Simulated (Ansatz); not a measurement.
H2O, SMILES [OH2+], charge +1, multiplicity 2.

Geometry optimised at PBE0-D3(BJ)/def2-TZVPD.

Two levels are set side by side: PBE/def2-TZVPD (Ansatz, an electronic-structure program) and ωB97X-V/def2-TZVPD (Ansatz). Energy differences of separate SCF runs at the same geometry; the states with an electron removed or added have multiplicity 3 and 1. Differences are taken from unrounded values.

```json
[
 {"quantity": "vertical ionisation energy (eV)", "ωB97X-V": "27.14"},
 {"quantity": "vertical electron affinity (eV)", "ωB97X-V": "12.47"}
]
```

Problem. What does PBE give, and how far is it from ωB97X-V? (The exact figures need the calculation; the answer reports its results.)

Solution. 
```csv
quantity,PBE,PBE minus ωB97X-V
vertical ionisation energy (eV),27.20,0.06
vertical electron affinity (eV),12.57,0.10
```

Here PBE gives about what the other level gives.
